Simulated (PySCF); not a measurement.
C₄H₃O, charge -1, singlet, at a GFN2-xTB geometry (in this run its highest filled SCF level lies above zero, so its values depend strongly on the basis, on diffuse functions most of all); CCSD(T)/STO-3G run with PySCF.

The PySCF input:
```python
from pyscf import gto, scf, cc

mol = gto.M(
    atom='''
O     0.00331424   -0.00072523    1.15085558
C    -0.00480857    1.10916172    0.26448605
C     0.00618756   -1.05863609    0.30308132
C    -0.00715679    0.81484723   -1.06555540
C     0.00039392   -0.64547339   -0.98975849
H    -0.00807905    2.06158188    0.79005941
H     0.01244746   -2.04160206    0.76339482
H     0.00142101   -1.33357490   -1.83381975
''',
    basis='sto-3g',
    charge=-1,
    verbose=4,
)

mf = scf.RHF(mol)
mf.kernel()

mycc = cc.CCSD(mf)
mycc.kernel()
et = mycc.ccsd_t()
print('E(CCSD(T)) = %.10f' % (mycc.e_tot + et))
```

Output, abridged:

```
PySCF version 2.14.0

[INPUT] verbose = 4
[INPUT] num. atoms = 8
[INPUT] num. electrons = 36
[INPUT] charge = -1
[INPUT] spin (= nelec alpha-beta = 2S) = 0
[INPUT] symmetry False subgroup None
[INPUT] Mole.unit = angstrom
[INPUT] Symbol           X                Y                Z      unit          X                Y                Z       unit  Magmom
[INPUT]  1 O      0.003314240000  -0.000725230000   1.150855580000 AA    0.006263005911  -0.001370486077   2.174801855127 Bohr   0.0
[INPUT]  2 C     -0.004808570000   1.109161720000   0.264486050000 AA   -0.009086880351   2.096011878652   0.499806198268 Bohr   0.0
[INPUT]  3 C      0.006187560000  -1.058636090000   0.303081320000 AA    0.011692793779  -2.000532275680   0.572740688272 Bohr   0.0
[INPUT]  4 C     -0.007156790000   0.814847230000  -1.065555400000 AA   -0.013524373031   1.539838098060  -2.013607876551 Bohr   0.0
[INPUT]  5 C      0.000393920000  -0.645473390000  -0.989758490000 AA    0.000744400915  -1.219767927795  -1.870372475563 Bohr   0.0
[INPUT]  6 H     -0.008079050000   2.061581880000   0.790059410000 AA   -0.015267191847   3.895825136566   1.492995907035 Bohr   0.0
[INPUT]  7 H      0.012447460000  -2.041602060000   0.763394820000 AA    0.023522290346  -3.858068748748   1.442607134712 Bohr   0.0
[INPUT]  8 H      0.001421010000  -1.333574900000  -1.833819750000 AA    0.002685319720  -2.520091327594  -3.465417089318 Bohr   0.0

nuclear repulsion = 150.781885698735
number of shells = 18
number of NR pGTOs = 84
number of NR cGTOs = 28
basis = sto-3g
ecp = {}

******** <class 'pyscf.scf.hf.RHF'> ********
method = RHF
initial guess = minao
damping factor = 0
level_shift factor = 0
DIIS = <class 'pyscf.scf.diis.CDIIS'>
diis_start_cycle = 1
diis_space = 8
diis_damp = 0
SCF conv_tol = 1e-09
SCF conv_tol_grad = None
SCF max_cycles = 50
direct_scf = True
direct_scf_tol = 1e-13
Set gradient conv threshold to 3.16228e-05
Initial guess from minao.
init E= -226.450361200546
  HOMO = -0.112681888660135  LUMO = 0.175569460514358  gap/eV = 7.84372
cycle= 1 E= -224.837250257216  delta_E= 1.61  |g|= 0.498  |ddm|=  4.1
  HOMO = 0.172913209429803  LUMO = 0.561472770180868  gap/eV = 10.57324
cycle= 2 E= -224.92542697292  delta_E= -0.0882  |g|= 0.197  |ddm|= 0.883
  HOMO = 0.0658369523956785  LUMO = 0.568439640352593  gap/eV = 13.67652
cycle= 3 E= -224.936943926388  delta_E= -0.0115  |g|= 0.046  |ddm|= 0.31
  HOMO = 0.059009064686077  LUMO = 0.555860629928271  gap/eV = 13.52002
cycle= 4 E= -224.938245086225  delta_E= -0.0013  |g|= 0.0225  |ddm|= 0.113
  HOMO = 0.0558168726934409  LUMO = 0.555246968886712  gap/eV = 13.59019
cycle= 5 E= -224.938454026603  delta_E= -0.000209  |g|= 0.00697  |ddm|= 0.04
  HOMO = 0.0560083187204512  LUMO = 0.556455096409582  gap/eV = 13.61785
cycle= 6 E= -224.938501095958  delta_E= -4.71e-05  |g|= 0.00226  |ddm|= 0.0246
  HOMO = 0.0551603763834161  LUMO = 0.556242824928991  gap/eV = 13.63515
cycle= 7 E= -224.938505902078  delta_E= -4.81e-06  |g|= 0.000558  |ddm|= 0.0082
  HOMO = 0.0552142191063612  LUMO = 0.556171338631168  gap/eV = 13.63174
cycle= 8 E= -224.938506162906  delta_E= -2.61e-07  |g|= 0.000202  |ddm|= 0.00163
  HOMO = 0.0552268752640803  LUMO = 0.556211320400655  gap/eV = 13.63248
cycle= 9 E= -224.938506204154  delta_E= -4.12e-08  |g|= 6.03e-05  |ddm|= 0.000745
  HOMO = 0.0552251576801177  LUMO = 0.55621321868149  gap/eV = 13.63258
cycle= 10 E= -224.938506206515  delta_E= -2.36e-09  |g|= 1.82e-05  |ddm|= 0.000178
  HOMO = 0.0552298284824513  LUMO = 0.556211471937656  gap/eV = 13.63240
cycle= 11 E= -224.938506206698  delta_E= -1.83e-10  |g|= 6.92e-06  |ddm|= 4.21e-05
  HOMO = 0.0552277851407419  LUMO = 0.556211921494866  gap/eV = 13.63247
Extra cycle  E= -224.938506206723  delta_E= -2.49e-11  |g|= 2.79e-06  |ddm|= 1.33e-05
converged SCF energy = -224.938506206723

******** <class 'pyscf.cc.ccsd.CCSD'> ********
CC2 = 0
CCSD nocc = 18, nmo = 28
max_cycle = 50
direct = 0
conv_tol = 1e-07
conv_tol_normt = 1e-05
diis_space = 6
diis_start_cycle = 0
diis_start_energy_diff = 1e+09
Init t2, MP2 energy = -225.208752728992  E_corr(MP2) -0.270246522269451
Init E_corr(CCSD) = -0.270246522274513
cycle = 1  E_corr(CCSD) = -0.296679749840786  dE = -0.0264332276  norm(t1,t2) = 0.0756292
cycle = 2  E_corr(CCSD) = -0.310630889961784  dE = -0.0139511401  norm(t1,t2) = 0.0273587
cycle = 3  E_corr(CCSD) = -0.314645283348378  dE = -0.00401439339  norm(t1,t2) = 0.01419
cycle = 4  E_corr(CCSD) = -0.318041379522066  dE = -0.00339609617  norm(t1,t2) = 0.0064735
cycle = 5  E_corr(CCSD) = -0.317952340017443  dE = 8.90395046e-05  norm(t1,t2) = 0.00160441
cycle = 6  E_corr(CCSD) = -0.317917226414709  dE = 3.51136027e-05  norm(t1,t2) = 0.000453282
cycle = 7  E_corr(CCSD) = -0.317925015471742  dE = -7.78905703e-06  norm(t1,t2) = 0.000187708
cycle = 8  E_corr(CCSD) = -0.31792864275094  dE = -3.6272792e-06  norm(t1,t2) = 5.67549e-05
cycle = 9  E_corr(CCSD) = -0.31792759533822  dE = 1.04741272e-06  norm(t1,t2) = 2.3791e-05
cycle = 10  E_corr(CCSD) = -0.317928296866664  dE = -7.01528445e-07  norm(t1,t2) = 1.08916e-05
cycle = 11  E_corr(CCSD) = -0.317928271748339  dE = 2.51183258e-08  norm(t1,t2) = 3.32044e-06
CCSD converged
E(CCSD) = -225.2564344784711  E_corr = -0.3179282717483386
CCSD(T) correction = -0.00962489289085394
E(CCSD(T)) = -225.2660593714
```
